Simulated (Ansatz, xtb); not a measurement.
## Isomers of GeH10Si3 in order of energy

4 gas-phase structures of GeH10Si3, found in a search over its isomers (lower ones may exist). Each was relaxed with GFN2-xTB; where two conformers were screened, the lower at r2SCAN-D4/def2-SVP is listed:

A. `[SiH3][SiH]([SiH3])[GeH3]`, a singlet
B. `[SiH3][SiH2][GeH2][SiH3]`, a singlet
C. `[SiH3][GeH]([SiH3])[SiH3]`, a singlet
D. `[SiH3][SiH2][SiH2][GeH3]`, a singlet

Task: Make a reasoned guess at their ranking by r2SCAN-D4/def2-SVP single-point energy.

Result: Calculated order at r2SCAN-D4/def2-SVP: C (0.0), B (20.5), A (28.0), D (33.9) kJ/mol.

Energies above the lowest of each column, in kJ/mol; the last columns are at B3LYP/6-31G* geometries (a dash: not run or not comparable):

```csv
structure,GFN2-xTB,HF/STO-3G,r2SCAN-D4/def2-SVP,B3LYP/6-31G*,CCSD(T)/def2-SVP + ΔMP2/def2-TZVPP
C,0.0,0.0,0.0,0.0,0.0
B,48.8,17.0,20.5,17.9,20.2
A,104.1,29.9,28.0,30.8,29.7
D,102.6,25.1,33.9,33.0,–
```

Every level run on C puts it lowest or level with the lowest. Flexible structures stand in one conformer each, not always the lowest. Frequencies (B3LYP/6-31G*) were run for A, B, C alone. ΔMP2 is the change of the MP2 energy from the smaller to the larger basis.

Over these structures GFN2-xTB departs from r2SCAN-D4/def2-SVP by 29.1 kJ/mol on average once a common shift is removed. A GFN2-xTB relaxation took about 0.1 s and the r2SCAN-D4/def2-SVP energy about 1.4 s on a shared host (Ansatz 0.2.0, xtb 6.7.1 (Pople sets with spherical d functions)).
